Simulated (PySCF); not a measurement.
**Electron correlation in Mg (magnesium, neutral)**

[Ne] 3s1 3d1, high-spin 3D determinant (an excited configuration). Calculation: PySCF 2.14, in aug-cc-pVTZ (6s5p3d2f, 50 functions); the non-relativistic Hamiltonian (point nucleus). Frozen: [Ne]; 2 electrons correlated.

With two correlated electrons CCSD is exact within the correlated space (frozen core and kept virtual orbitals).

| level | correlation energy (mhartree) |
| --- | --- |
| CCSD | -6.95 |

Diagnostics: T1 = 0.0051, D1 = 0.0087, largest double amplitude 0.064.

The outer electron is Rydberg-like, and this basis confines it to a smaller radius and binds it less than a complete one would.

Cost of the coupled-cluster step: roughly 0.9 core-seconds, for 2 correlated electrons.
